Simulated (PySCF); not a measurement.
Ga(F)(Cl)(Et) (C₂H₅ClFGa), SMILES C[CH2][Ga]([F])[Cl]. Atoms are numbered in the order given.

```xyz
10

Ga     0.1164    -0.0851     0.0000
F      1.8693     0.0715     0.0000
Cl    -0.5283    -2.1427     0.0000
C     -1.0356     1.5069     0.0000
C     -0.2718     2.8338     0.0000
H     -1.6930     1.4108     0.8805
H     -1.6930     1.4108    -0.8805
H      0.3746     2.9340    -0.8855
H      0.3746     2.9340     0.8855
H     -0.9690     3.6881     0.0000
```

Coordinates come from a B3LYP-D3(BJ)/def2-SVP optimisation. The structure was generated by enumeration; whether it is a known compound was not checked. The values are those of a single conformer.

These are PBE/def2-TZVP (PySCF) values and carry that method's errors.

Symmetry labels are those of the subgroup Cs that the program uses (full group Cs).

Computed valence orbital energies around the gap with their symmetry:
```json
[
 {"orbital": "HOMO−7", "symmetry": "A'", "energy (eV)": "-9.85"},
 {"orbital": "HOMO−6", "symmetry": "A'", "energy (eV)": "-9.29"},
 {"orbital": "HOMO−5", "symmetry": "A\"", "energy (eV)": "-9.05"},
 {"orbital": "HOMO−4", "symmetry": "A\"", "energy (eV)": "-8.90"},
 {"orbital": "HOMO−3", "symmetry": "A'", "energy (eV)": "-8.80"},
 {"orbital": "HOMO−2", "symmetry": "A\"", "energy (eV)": "-7.83"},
 {"orbital": "HOMO−1", "symmetry": "A'", "energy (eV)": "-7.77"},
 {"orbital": "HOMO", "symmetry": "A'", "energy (eV)": "-7.31"},
 {"orbital": "LUMO", "symmetry": "A\"", "energy (eV)": "-1.76"},
 {"orbital": "LUMO+1", "symmetry": "A'", "energy (eV)": "-1.75"},
 {"orbital": "LUMO+2", "symmetry": "A'", "energy (eV)": "0.15"},
 {"orbital": "LUMO+3", "symmetry": "A'", "energy (eV)": "0.64"}
]
```
